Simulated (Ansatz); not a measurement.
Consider the redistribution: `B[Si](O)(F)Cl` + `[SiH3]NCS` → `O[Si](F)(Cl)CS` + `BN[SiH3]`.

Calculated with Ansatz (gas phase, PBE0-D4/def2-TZVP geometries, no zero-point term in ΔE). CCSD(T)/CBS is the MP2 limit (def2-TZVPP, def2-QZVPP) plus CCSD(T) − MP2 in def2-TZVPP, frozen cores. DFT in def2-TZVPP. B3LYP here is the variant with VWN-RPA as its local correlation; programs differ in this. One conformer a species, not always the lowest.

(1) Is it downhill or uphill in electronic energy at CCSD(T)/CBS, and by how much? (Estimate.)

(2) What do these levels give: r2SCAN-D4, PBE0-D4, B3LYP-D4, ωB97M-V, r2SCAN, B3LYP, HF/def2-TZVPP, MP2/def2-TZVPP, SCS-MP2/def2-TZVPP, HF/CBS(def2), MP2/CBS(def2), CCSD/CBS(def2)? (Best estimate.)

Largest T1 diagnostic among the species: 0.012.

Answers

(1) Ansatz gave: Downhill: ΔE = -58.0 kcal/mol.

(2) The calculation gave: r2SCAN-D4 -58.1, PBE0-D4 -56.7, B3LYP-D4 -56.9, ωB97M-V -59.4, r2SCAN -58.0, B3LYP -56.2, HF/def2-TZVPP -55.4, MP2/def2-TZVPP -60.1, SCS-MP2/def2-TZVPP -58.4, HF/CBS(def2) -55.4, MP2/CBS(def2) -60.2, CCSD/CBS(def2) -57.6 kcal/mol.

In def2-TZVPP, CCSD(T) changes the Hartree–Fock value by −2.5 kcal/mol (the triples alone add −0.4 kcal/mol) and MP2 by −4.7 kcal/mol. From PBE to PBE0 (25 % exact exchange), in def2-TZVPP and without D4, ΔE moves by −1.1 kcal/mol.
